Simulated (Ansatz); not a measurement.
Total energies of C₂H₁₀Si₂ (`CC([SiH3])[SiH3]`).

```tsv
atom	x (Å)	y (Å)	z (Å)
C1	-0.040	1.559	0.255
C2	-0.034	0.040	0.478
Si3	1.575	-0.731	-0.103
Si4	-1.524	-0.775	-0.321
H5	0.801	2.045	0.756
H6	-0.958	2.019	0.631
H7	0.032	1.803	-0.809
H8	-0.107	-0.178	1.552
H9	2.730	-0.082	0.579
H10	1.733	-0.536	-1.570
H11	1.605	-2.189	0.190
H12	-1.546	-2.236	-0.044
H13	-1.487	-0.569	-1.795
H14	-2.781	-0.170	0.201
```

Charge 0, multiplicity 1. The geometry is a stationary point of PBE0-D4/def2-TZVP. Basis def2-TZVPP, the Gaussian-basis code of Ansatz.

RPA on PBE orbitals: Hartree–Fock energy of these orbitals -659.41662 Eh, correlation -1.14312 Eh (frozen core).

```json
{"functional": "PBE", "energy without D4 (Eh)": "-660.81995", "D4 term (kJ/mol)": "-30.7"}
{"functional": "revPBE", "energy without D4 (Eh)": "-661.10122", "D4 term (kJ/mol)": "-90.8"}
{"functional": "BLYP", "energy without D4 (Eh)": "-661.18035", "D4 term (kJ/mol)": "-66.9"}
{"functional": "B97M-V", "energy without D4 (Eh)": "-661.10933", "D4 term (kJ/mol)": "–"}
{"functional": "PBE0", "energy without D4 (Eh)": "-660.90271", "D4 term (kJ/mol)": "-26.1"}
{"functional": "r2SCANh", "energy without D4 (Eh)": "-661.14072", "D4 term (kJ/mol)": "-8.2"}
{"functional": "r2SCAN0", "energy without D4 (Eh)": "-661.13486", "D4 term (kJ/mol)": "-9.0"}
{"functional": "HSE06 (plane-wave form)", "energy without D4 (Eh)": "-660.88342", "D4 term (kJ/mol)": "-24.4"}
{"functional": "BHLYP", "energy without D4 (Eh)": "-661.20177", "D4 term (kJ/mol)": "-38.2"}
{"functional": "LC-ωPBE", "energy without D4 (Eh)": "-661.02965", "D4 term (kJ/mol)": "–"}
{"functional": "ωB97X-V", "energy without D4 (Eh)": "-661.14412", "D4 term (kJ/mol)": "–"}
{"functional": "ωB97M-V", "energy without D4 (Eh)": "-661.14439", "D4 term (kJ/mol)": "–"}
{"functional": "B2PLYP", "energy without D4 (Eh)": "-660.92636", "D4 term (kJ/mol)": "–"}
{"functional": "PBE-QIDH", "energy without D4 (Eh)": "-660.72628", "D4 term (kJ/mol)": "–"}
```

(1) Give the same for LDA (SPW92), r2SCAN, B3LYP, CAM-B3LYP. (Best estimate.)

B3LYP takes the VWN-RPA correlation (the form of Gaussian; ORCA's B3LYP/G). HSE06 is the plane-wave form, built on full-range PBE exchange. The double hybrids freeze the cores in their second-order part.

Results:

(1) Computed: 
| functional | energy without D4 (Eh) | D4 term (kJ/mol) |
| --- | --- | --- |
| LDA (SPW92) | -658.11474 | – |
| r2SCAN | -661.14526 | -7.7 |
| B3LYP | -661.30832 | -49.4 |
| CAM-B3LYP | -661.21475 | -26.5 |

LC-ωPBE has ω = 0.4 bohr⁻¹.
